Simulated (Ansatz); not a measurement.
Consider the redistribution: `C=CS[SiH2]N` + `C=N[SiH2]N` → `C=CS[SiH3]` + `N/C=N/[SiH2]N`.

Program: Ansatz. Geometries: PBE0-D4/def2-TZVP. ΔE: electronic, gas phase. CBS: MP2 limit from def2 TZ/QZ plus the TZ coupled-cluster correction, frozen cores. DFT in def2-TZVPP. B3LYP here is the variant with VWN-RPA as its local correlation; programs differ in this. One conformer a species, not always the lowest.

```tsv
level	ΔE (kcal/mol)	difference from CCSD(T)/CBS
PBE-D4	5.0	-5.4
r2SCAN-D4	6.2	-4.2
PBE0-D4	5.9	-4.5
ωB97X-V	7.6	-2.8
ωB97M-V	8.7	-1.7
r2SCAN	6.1	-4.3
PBE0	5.6	-4.8
B3LYP	7.1	-3.3
HF/def2-TZVPP	9.2	-1.2
MP2/def2-TZVPP	9.6	-0.8
CCSD/def2-TZVPP	10.3	-0.1
HF/def2-QZVPP	9.4	-1.0
SCS-MP2/def2-QZVPP	10.5	0.1
HF/CBS(def2)	9.4	-1.0
MP2/CBS(def2)	10.1	-0.3
CCSD/CBS(def2)	10.7	0.3
CCSD(T)/CBS	10.4	0
```

Largest T1 diagnostic among the species: 0.013.

From PBE to PBE0 (25 % exact exchange), in def2-TZVPP and without D4, ΔE moves by +0.9 kcal/mol.
